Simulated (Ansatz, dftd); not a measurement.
System: H₂BSO, charge 0, doublet. H2BSO (SMILES [O]BS, doublet).
B3LYP-D3(BJ)/def2-TZVP minimum from Ansatz (a first-principles code):
```
B
O 1 1.2974
H 1 1.2007 2 120.98
S 1 1.8345 3 117.06 2 -180.00
H 4 1.3455 1 96.93 3 180.00
```
Charge 0, spin multiplicity 2.

Wanted: atomisation energy (electronic, to ground-state atoms), in kcal/mol. UHF or UKS for unpaired electrons; spin-orbit terms are left out. Correlated methods leave the cores frozen. Rows without X2C or -DK are non-relativistic. CBS(X,Y): correlation extrapolated as X^-3, Hartree-Fock from the larger set. A bracket is a step between two methods taken in the basis named. The functionals are non-relativistic, so their misses hold any scalar relativity. Double hybrids freeze cores in their MP2 part. '+ core + X2C': CCSD(T) terms for core correlation (cc-pwCVTZ, 1s frozen past Ne) and scalar relativity (cc-pVTZ-DK). For partners of very few electrons the exact lower level stands in for a higher one.

Compared with CCSD(T)/CBS(cc-pV(T+d)Z,cc-pV(Q+d)Z) + [CCSDT(Q) - CCSD(T)]/cc-pV(D+d)Z + core + X2C (Ansatz).

### Question
Rank these levels by how close they come to it, closest first: B2PLYP-D3(BJ)/def2-TZVPD (Ansatz + dftd3); MP2/CBS(cc-pV(T+d)Z,cc-pV(Q+d)Z) (Ansatz); B2GP-PLYP-D4/def2-TZVPD (Ansatz + dftd4); PBE0-D4/def2-TZVPD (Ansatz + dftd4); CAM-B3LYP-D4/def2-TZVPD (Ansatz + dftd4).

### Answer
MP2/CBS(cc-pV(T+d)Z,cc-pV(Q+d)Z) (411.1 kcal/mol, difference 1.7), B2PLYP-D3(BJ)/def2-TZVPD (406.4 kcal/mol, difference -3.0), CAM-B3LYP-D4/def2-TZVPD (412.9 kcal/mol, difference 3.5), PBE0-D4/def2-TZVPD (413.4 kcal/mol, difference 4.0), B2GP-PLYP-D4/def2-TZVPD (402.9 kcal/mol, difference -6.5)
